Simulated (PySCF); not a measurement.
# Fine-structure interval of Os⁶⁷⁺ by level of theory

Os⁶⁷⁺ [He] 2s2 2p5 [2p1/2^2 2p3/2^3, M_J = 3/2] → Os⁶⁷⁺ [He] 2s2 2p5 [2p1/2^1 2p3/2^4, M_J = 1/2], as a difference of total energies. Calculation: PySCF 2.14, in an even-tempered Gaussian basis (16 s from 52 bohr⁻², ratio 2.4; 13 p from 68 bohr⁻², ratio 2.4; 5 d from 230 bohr⁻², ratio 2.6; 4 f from 350 bohr⁻², ratio 2.6); the two-component X2C-1e Hamiltonian. Correlated levels: nothing frozen; the 28 highest virtual spinors dropped. "Screened" scales the spin-orbit matrix elements by Boettger's factors to mimic the two-electron term; Breit and QED terms are absent.

| method | fine-structure interval (cm⁻¹) |
| --- | --- |
| GHF (screened spin-orbit) | 12810000 |
| GMP2 (screened spin-orbit) | 12811000 |
| GHF (bare spin-orbit) | 13200000 |
